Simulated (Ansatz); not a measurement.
Stepwise reaction of `[F][In]([SH])[SH]` with hydrogen fluoride, as a gas-phase model of exchange steps in deposition or etching. ΔE in kJ/mol; ΔG adds harmonic PBE0-D4 terms to CCSD(T)/CBS, at 1 bar.

Calculated with Ansatz (gas phase, PBE0-D4/def2-TZVP geometries, no zero-point term in ΔE). CCSD(T)/CBS is the MP2 limit (def2-TZVPP, def2-QZVPP) plus CCSD(T) − MP2 in def2-TZVPP, frozen cores. This one scheme is used for every species. DFT in def2-TZVPP. B3LYP here is the variant with VWN-RPA as its local correlation; programs differ in this. Elements past krypton have def2 core potentials. For In outer-core shells are correlated without core-valence functions, which leaves a few kJ/mol of doubt a bond. Each species was taken in one conformer, which may not be the lowest.

```json
{"step": "1", "reaction": "`[F][In]([SH])[SH]` + H–F → `[F][In]([F])[SH]` + H₂S", "PBE-D4": "40.5", "B3LYP-D4": "36.9", "ωB97M-V": "37.7", "CCSD(T)/CBS": "44.2", "ΔG(600 K)": "33.0"}
```

Give the row of step 2, `[F][In]([F])[SH]` + H–F → `[F][In]([F])[F]` + H₂S. (An estimate is asked.)

The calculation gave: 
```
step                                            reaction  PBE-D4  B3LYP-D4  ωB97M-V  CCSD(T)/CBS  ΔG(600 K)
   2  `[F][In]([F])[SH]` + H–F → `[F][In]([F])[F]` + H₂S    56.9      54.2     53.5         58.9       56.3
```

By hand: ΔE of the 2 steps together at CCSD(T)/CBS.

(44.2) + (58.9) = 103.1 kJ/mol, or 51.5 kJ/mol a step.

In ΔE each step is higher than the one before. All are uphill at CCSD(T)/CBS. ΔG lies between 33.0 and 56.3 kJ/mol a step. PBE-D4 differs from CCSD(T)/CBS by -3.7 to -2.0 kJ/mol a step. Isolated molecules leave out the surface, adducts and barriers. Largest T1 diagnostic: 0.018.
